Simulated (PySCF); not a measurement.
CH9NOSi3, SMILES [SiH3][C@H]1N[SiH2]O[SiH2]1.

Geometry optimised at PBE0-D3(BJ)/def2-SVP. The structure was generated by enumeration; whether it is a known compound was not checked. One conformer was computed; it need not be the lowest.

Computed with PySCF 2.14.0 with TDA-B3LYP/def2-SVPD.

Vertical excitations. 

```
state  energy (eV)  λ (nm)      f                                            main pairs
-----  -----------  ------  -----  ----------------------------------------------------
S1            5.47     227  0.008                                        HOMO→LUMO 95 %
S2            5.57     223  0.012                                      HOMO→LUMO+1 95 %
S3            5.83     213  0.022                                      HOMO→LUMO+2 92 %
S4            6.59     188  0.019                    HOMO→LUMO+3 77 %, HOMO→LUMO+5 13 %
S5            6.69     185  0.014  HOMO→LUMO+5 64 %, HOMO→LUMO+6 19 %, HOMO→LUMO+3 11 %
S6            6.78     183  0.001                                      HOMO→LUMO+4 81 %
T1            5.27     235      0                    HOMO→LUMO+1 74 %, HOMO→LUMO+2 15 %
T2            5.36     231      0                                        HOMO→LUMO 85 %
```
Triplets are in the Tamm–Dancoff approximation.
